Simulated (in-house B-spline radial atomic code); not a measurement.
Values are calculated unless marked as measured or tabulated.
## Te ion on N atom: potential, deflection and energy transfer

The pair potential comes from two frozen, spherical free-atom densities (PBE, B-spline radial code, scalar-relativistic past argon): electrostatics plus the change in Thomas-Fermi kinetic and Dirac exchange energy where they overlap, the recipe behind the universal ZBL potential, which averages such potentials (from solid-state densities) over many pairs. It is written V = (Z1 Z2 e²/r) φ(r/a), with e² = 14.3996 eV·Å and a = 0.46850 Å/(Z1^0.23 + Z2^0.23); ZBL's fit is φ = 0.18175 e^(−3.1998x) + 0.50986 e^(−0.94229x) + 0.28022 e^(−0.4029x) + 0.02817 e^(−0.20162x). Where φ falls below 4e-4 it is continued as an exponential.

Masses 127.6 and 14.01 u.

| x = r/a | φ, this pair | φ, ZBL |
| --- | --- | --- |
| 0.1 | 0.8832 | 0.8928 |
| 0.25 | 0.7584 | 0.7647 |
| 0.5 | 0.6081 | 0.6096 |
| 1 | 0.4187 | 0.4164 |
| 1.5 | 0.3033 | 0.2995 |
| 2 | 0.2281 | 0.2218 |
| 3 | 0.1377 | 0.1292 |
| 4 | 0.08778 | 0.08026 |
| 5 | 0.05726 | 0.05224 |
| 6.5 | 0.03222 | 0.02914 |
| 8 | 0.01928 | 0.01705 |
| 10 | 0.009936 | 0.008778 |
| 12 | 0.005211 | 0.00474 |
| 14.5 | 0.002459 | 0.002328 |
| 17 | 0.00122 | 0.001212 |
| 20 | 0.0005252 | 0.0005882 |

Q: At x = 4 the electrostatic, kinetic and exchange parts are 230.24, 838.2 and -75.19 eV. Find r, V and φ.

A: a = 0.46850/(2.4813 + 1.5645) = 0.11580 Å, so r = 0.46320 Å. V = 230.24 + 838.2 + (-75.19) = 993.25 eV. The bare repulsion is 52 × 7 × 14.3996/0.46320 = 11316 eV, so φ = 0.0878, +9.4 % against ZBL's 0.0803. The kinetic (Pauli) term is 84 % of V here.

Q: The ion comes in at 45.75 keV with impact parameter 0.2316 Å. The scattering integral gives a centre-of-mass angle of 58.54° and a closest approach of 2.865 a. What are the reduced energy, the energy passed on and the laboratory angles?

A: ε = E a M2/(Z1 Z2 e² (M1 + M2)) = 45750 × 2.1857e-06 = 0.1. The most that one collision can pass on is γE with γ = 4 M1 M2/(M1 + M2)² = 0.3566. Here T = γE sin²(θ/2) = 0.3566 × 45750 × 0.239 = 3900 eV. The ion turns by arctan(sin θ/(cos θ + M1/M2)) = 5.1°, and the struck atom leaves at (180° − θ)/2 = 60.7°. The closest approach is 0.332 Å. With ZBL the angle would be 57.39° and T = 3761 eV.
